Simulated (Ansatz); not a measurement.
Ideal-gas functions of `FC(S)[TeH]` at 600 K and 1 bar, from an Ansatz frequency run at PBE0-D4/def2-TZVP.

Molar mass 193.7 g/mol, point group C1 (symmetry number 1), electronic degeneracy 1, moments of inertia 87.318, 337.476, 410.382 u Å². Harmonic wavenumbers (cm⁻¹, unscaled): 103, 167, 228, 316, 403, 530, 659, 797, 930, 1036, 1144, 1315, 2162, 2656, 3130.

Use S(trans) = R[1.5 ln M + 2.5 ln T − 1.1517]; rotational temperatures θ = 24.2544 K / I; S(rot) = R[ln(√π/σ · √(T³/θAθBθC)) + 1.5]; for each mode x = 1.438777 ν̃/T, S = R[x/(eˣ − 1) − ln(1 − e⁻ˣ)] and H = RT x/(eˣ − 1); 1 cm⁻¹ = 0.0119627 kJ/mol; R = 8.31446 J/(mol·K).

Task: By hand: the entropy, in J/(mol·K).

Result: Translation 189.1. Rotation: θ = 0.2778, 0.0719, 0.0591 K, giving 125.0. Vibration, mode by mode: 19.96, 15.98, 13.44, 10.82, 8.91, 6.86, 5.32, 4.09, 3.18, 2.60, 2.12, 1.53, 0.29, 0.11, 0.04, in all 95.3. Electronic 0.0. Sum 409.4 J/(mol·K).

Task: By hand: H − E and G − E in kJ/mol, counted from the electronic energy.

Result: Zero-point energy ½ × 15576 × 0.0119627 = 93.2; thermal vibration 29.0; translation, rotation and pV give 4 RT = 20.0. H − E = 142.2 kJ/mol, and G − E = 142.2 − 600 × 409.4/1000 = -103.4 kJ/mol.

Vibration gives 23 % of the entropy, 20.0 J/(mol·K) of it from the mode under 150 cm⁻¹: soft modes count most, and the harmonic formula is weakest for them. The sum counts one conformer and one mirror image; others add a mixing term.
